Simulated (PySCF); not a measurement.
A structure optimised at B3LYP-D3(BJ)/def2-SVP, used in a PySCF frequency run:

```
Si
O 1 1.6564
H 2 0.9667 1 115.09
O 1 1.6567 2 107.26 3 -39.84
H 4 0.9646 1 116.29 2 154.66
O 1 1.6647 2 113.62 3 76.05
H 6 0.9642 1 117.52 2 64.06
P 1 2.2602 2 108.63 3 -161.67
H 8 1.4278 1 93.42 2 33.42
H 8 1.4311 9 93.44 1 93.34
```
Charge 0, spin multiplicity 1.

Task: Write its SMILES and formula.

Result: O[Si](O)(O)P, H5O3PSi

Task: What are its rotational constants (standard atomic weights)?

Result: 3.8107, 2.1648, 2.1039 GHz
